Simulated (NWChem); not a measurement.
C₃H₆OSi; SMILES O1CC=C1[SiH3]

```xyz
11

Si     0.0251    -1.8105     0.0000
C     -0.1177     0.0576     0.0000
C     -1.0629     1.0189     0.0000
C      0.0534     2.0312     0.0000
O      1.0043     0.9094     0.0000
H      0.7552    -2.2759    -1.2082
H      0.7552    -2.2759     1.2082
H     -1.3529    -2.3670     0.0000
H     -2.1419     1.0565     0.0000
H      0.1810     2.6436    -0.8987
H      0.1810     2.6436     0.8987
```
Atoms are numbered in this order, from 1.

Computed with NWChem. Structure relaxed at the B3LYP/6-31G* (spherical d) level. Vertical excitations in the gas phase; the lowest state need not have the same character in each row.

| level | lowest excitation, singlet (eV) | lowest state with f > 0.02, singlet (eV) | orbital gap (eV) |
|---|---|---|---|
| PBE/def2-SVP, TDA | 5.66 | 5.70 | 4.28 |
| B3LYP/def2-SVP, TDA | 6.09 | 6.09 | 6.01 |
| BHandHLYP/def2-SVP, TDA | [?] | [?] | [?] |

Question: What belongs in the gaps?

Answer: 
- BHandHLYP/def2-SVP, TDA, lowest excitation, singlet (eV): 6.53
- BHandHLYP/def2-SVP, TDA, lowest state with f > 0.02, singlet (eV): 6.53
- BHandHLYP/def2-SVP, TDA, orbital gap (eV): 8.62
